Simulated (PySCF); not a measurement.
PbHI, SMILES [I][PbH] (connectivity only; charge and spin as stated), neutral, multiplicity 1. Atoms are numbered in the order given.

```xyz
3

Pb     0.0233     1.1065     0.0000
H     -1.8312     1.2321     0.0000
I     -0.0015    -1.7352     0.0000
```

Geometry: B3LYP-D3(BJ)/def2-TZVP. The def2 effective core potentials stand for the cores of I, Pb; spin–orbit coupling is left out.

Method: PBE/def2-TZVPD (PySCF).

The molecule is in vacuum.

Q: Estimate the frontier levels, gap, dipole moment and polarisability. (Estimate from the structure and the level; the computed values follow.)

A: 
| Property | Result |
|---|---|
| highest occupied level | -5.77 eV |
| lowest empty level | -3.80 eV |
| orbital gap | 1.97 eV |
| dipole moment | 0.674 e·Å |
| quadrupole, principal values (traceless, Buckingham form, about the centre of nuclear charge) | -6.53, 1.94, 4.59 D·Å |
| mean static polarisability | 91.2 bohr³ (13.52 Å³) |
| polarisability, principal values | 63.9, 82.5, 127.3 bohr³ |
